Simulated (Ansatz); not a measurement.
## Relaxing a trial structure of CH4AlIn

The starting geometry of this gas-phase singlet was optimised with GFN2-xTB.

```yaml
atoms:
  - { symbol: C, position_ang: [-0.0063, -0.2753, 0.8046] }
  - { symbol: Al, position_ang: [1.1349, -0.0178, -0.8243] }
  - { symbol: In, position_ang: [2.0391, 0.9468, -3.2704] }
  - { symbol: H, position_ang: [0.2637, -1.1268, 1.4447] }
  - { symbol: H, position_ang: [0.0069, 0.6111, 1.4591] }
  - { symbol: H, position_ang: [-1.0643, -0.4210, 0.5328] }
  - { symbol: H, position_ang: [0.2055, 1.5536, -2.0818] }
```

Question: Where would you expect an optimisation with B3LYP-D3(BJ)/def2-SVP to take it?

Answer: A new bond forms, giving a structure given below by its coordinates. Contacts that close: Al2–H7 (2.22 → 1.77 Å).

The energy falls by 0.24 eV over 10 steps:

```tsv
step	E − E(last) (eV)
1	0.245
2	0.063
3	0.007
4	0.003
5	0.001
6	0.000
7	0.000
8	0.000
9	0.000
10	0.000
```

Final geometry (Å):

```
atom    x (Å)    y (Å)    z (Å)
   C  -0.0297  -0.2459   0.7623
  Al   1.0513   0.0001  -0.8832
  In   2.0045   0.9915  -3.3270
   H   0.3216  -1.0756   1.3968
   H  -0.0171   0.6786   1.3683
   H  -1.0861  -0.4383   0.4996
   H   0.3351   1.3601  -1.7521
```

Frequencies at the end are all real (lowest 76 cm⁻¹). Atoms past krypton carry core potentials, without spin–orbit terms. Run with Ansatz 0.2.0, 33 s on 1 thread of Arm Neoverse V2, with other jobs on the host.
